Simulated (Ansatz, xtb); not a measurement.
Ranking isomers of C5H7BO

3 gas-phase structures of C5H7BO, from a drawn sample of its isomers (lower ones may exist). Each was relaxed with GFN2-xTB; where two conformers were screened, the lower at r2SCAN-D4/def2-SVP is listed:

A. `COC1=CBC=C1`, a singlet
B. `COB1C=CC=C1`, a singlet
C. `COC1=CC=CB1`, a singlet

Problem. Estimate their order in r2SCAN-D4/def2-SVP energy at these geometries, lowest first.

Solution. Calculated order at r2SCAN-D4/def2-SVP: B (0.0), A (150.5), C (187.2) kJ/mol.

Energies above the lowest of each column, in kJ/mol; the last columns are at B3LYP-D3(BJ)/def2-SVP geometries and were run for some of them only (a dash: not run or not comparable):

```
structure  GFN2-xTB  HF/STO-3G  r2SCAN-D4/def2-SVP  B3LYP-D3(BJ)/def2-SVP  CCSD(T)/def2-SVP + ΔMP2/def2-TZVPP
        B       0.0        0.0                 0.0                    0.0                                 0.0
        A      89.6      159.4               150.5                  155.2                               158.7
        C     107.7      187.6               187.2                      –                                   –
```

Every level run on B puts it lowest or level with the lowest. Flexible structures stand in one conformer each, not always the lowest. Frequencies (GFN2-xTB) were run for A, B alone. ΔMP2 is the change of the MP2 energy from the smaller to the larger basis.

Programs: Ansatz 0.2.0, xtb 6.7.1.
